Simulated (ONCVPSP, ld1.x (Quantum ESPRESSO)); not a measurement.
Pseudopotentials across the periodic table

Generated with ld1.x 7.5 (TM, RRKJ, ultrasoft, PAW), atompaw 4.2 or ONCVPSP 4.0.1. The cutoff is in Ry: for ld1.x and atompaw files where the sum of valence levels is converged to 10 mRy in a Bessel basis, for ONCV files where the hardest occupied wave has 1 mHa per electron of residual kinetic energy. The error is the largest all-electron minus pseudo excitation energy over each file’s own four to seven test configurations (ionisations up to +4, promotions, holes and added fractions of an electron), all of which were solved. The labels leave out finer settings (local radius, basis sizes, second energies), which also bear on the numbers. Spin-polarised tests are not counted. The rows are a selection from randomly drawn settings: files with unsolved tests, undetermined cutoffs or missed reference levels are left out.

A true bound ghost makes a file unfit for plane-wave use even where its test errors are small: the radial tests pick states by their node count and pass the ghost by.

```csv
element,potential,cutoff (Ry),largest error (meV),bound ghosts
Li,"ONCV, PBE, scalar-relativistic, rc 0.90/0.80/0.75 (spd), local smoothed, core correction no, reference 1s2 2s0.5, qcut 16.5/11.8/13.6, projectors 2/1/2",161,+211,none
Al,"TM, LDA (PZ), scalar-relativistic, rc 2.30/2.45/2.25 (spd), local s, core correction no, reference 3s1.5 3p1.5",8,+71,none
Zn,"ultrasoft, PW91, non-relativistic, rc 1.20/1.55/1.25 (spd), local smoothed, core correction yes, reference 3s2 3p6 3d10 4s1.5 4p0",90,+36,none
```

Question: Fill in the row for Ta: RRKJ, PBE, scalar-relativistic, rc 2.50/2.10/2.10 (spd), local s, core correction yes, reference 5p6 5d3 6s0 6p0.

Answer: cutoff 25 Ry, largest error -1035 meV, bound ghosts: none.

Question: Fill in the row for Sr: ONCV, PBEsol, fully relativistic, rc 1.90/3.05/3.20 (spd), local smoothed, core correction no, reference 4s2 4p6 5s1.75 5p0.25, qcut 8.1/4.1/2.6, projectors 2/2/2.

Answer: cutoff 37 Ry, largest error +43 meV, bound ghosts: d5/2, d3/2.
